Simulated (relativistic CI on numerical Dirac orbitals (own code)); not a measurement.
d1 to d9 in one octahedral field

Computed with a parametric ligand-field model without spin-orbit coupling, by exact diagonalisation: B = 360, C = 1540, 10Dq = 38600 cm⁻¹ (Oh; |10Dq|/B = 107.2) for every shell. Energies in cm⁻¹; the field energy is (0.6 n_e − 0.4 n_t2) × 10Dq of the ground term; g labels are left out. So small a B with so large a field is typical of 4d and 5d ions, where spin-orbit coupling, left out here, reaches 1,000 to 4,000 cm⁻¹.

```tsv
Shell	Ground term	Electrons in e	Field energy	First spin-allowed bands	Lowest term of other spin
d1	2T2	0.000	-15440	2E 38600	
d2	3T1	0.003	-30778	3T2 37631, 3T1 42062	1T2 5311
d3	4A2	0.000	-46320	4T2 38600, 4T1 42789	2E 7625
d4	3T1	0.005	-61585	3E 36962, 3T1 37344	1T2 4859
d5	2T2	0.009	-76845	2A2 36332, 2T1 36462	4T1 30977
d6	?	?	?	?	?
d7	2E	1.004	-69310	2T1 37238, 2T2 37663	4T1 31082
d8	3A2	2.000	-46320	3T2 38600, 3T1 42789	1E 5940
d9	2E	3.000	-23160	2T2 38600
```

Q: Fill in the row of d6.

A: Ground term: 1A1; Electrons in e: 0.007; Field energy: -92353; First spin-allowed bands: 1T1 37305, 1T2 42769; Lowest term of other spin: 3T1 34126. Low spin: d4, d5, d6, d7; the other shells keep the spin of the free ion. Only d4 to d7 can choose; the field needed to pair spins is smallest for d6 and largest for d5, which loses most exchange energy. In the strong-field picture 10Dq must exceed about 6B + 5C = 9860 (d4), 7.5B + 5C = 10400 (d5), 2.5B + 4C = 7060 (d6) and 4B + 4C = 7600 (d7); mixing of terms shifts these bounds somewhat.
